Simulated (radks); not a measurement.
The numbers below are computed, except where a source is named.
Cs20+, 35 electrons, occupied as [Ar] 3d10 4s2 4p5.

Level of theory: scalar-relativistic Kohn-Sham, exchange-only LDA, spin-polarised, spherical densities, point nucleus; open shells are filled with parallel spins first (spin-orbit coupling, left out, can overturn this in heavy ions) (a radial shooting solver on a logarithmic mesh with Libxc functionals).

Energy parts (hartree):
| part | energy |
|---|---|
| total | -7609.6771 |
| kinetic | 8028.6571 |
| electron-nucleus | -17711.5249 |
| Hartree | 2235.3696 |
| exchange | -162.1788 |

Orbitals (lengths in bohr, moments of r in powers of bohr; <r^-3> diverges for s and p1/2; r(max) is where P^2 peaks):
| orbital | occ. | eigenvalue (hartree) | <r> | r(max) | <r^-3> |
|---|---|---|---|---|---|
| 1s up | 1 | -1334.542 | 0.02613 | 0.01680 | - |
| 1s down | 1 | -1334.522 | 0.02613 | 0.01680 | - |
| 2s up | 1 | -226.4169 | 0.1121 | 0.09494 | - |
| 2s down | 1 | -226.4038 | 0.1121 | 0.09494 | - |
| 2p up | 3 | -205.3348 | 0.09815 | 0.07617 | 6590 |
| 2p down | 3 | -205.3171 | 0.09815 | 0.07618 | 6589 |
| 3s up | 1 | -62.10378 | 0.2970 | 0.2715 | - |
| 3s down | 1 | -62.08206 | 0.2970 | 0.2716 | - |
| 3p up | 3 | -55.31522 | 0.2942 | 0.2652 | 1311 |
| 3p down | 3 | -55.29157 | 0.2941 | 0.2652 | 1312 |
| 3d up | 5 | -45.44906 | 0.2693 | 0.2180 | 182.1 |
| 3d down | 5 | -45.42659 | 0.2692 | 0.2180 | 182.2 |
| 4s up | 1 | -25.20486 | 0.6375 | 0.6134 | - |
| 4s down | 1 | -25.11322 | 0.6376 | 0.6132 | - |
| 4p up | 3 | -22.80123 | 0.6586 | 0.6320 | 349.1 |
| 4p down | 2 | -22.71035 | 0.6589 | 0.6317 | 349.1 |

The highest occupied level is 4p down at -617.98 eV. Summed over all electrons, <r^2> = 5.119 bohr^2, which gives a Langevin (diamagnetic) susceptibility term of -4.05 x 10^-6 cm^3/mol. For comparison, the ionisation energy in NIST's Atomic Spectra Database is 629 eV (theoretical). In exact Kohn-Sham theory the highest level is minus the ionisation energy, but local and semilocal functionals leave it too shallow, through self-interaction and a potential that decays too fast; potentials with the right tail come closer. Spin moment in Bohr magnetons: 1.
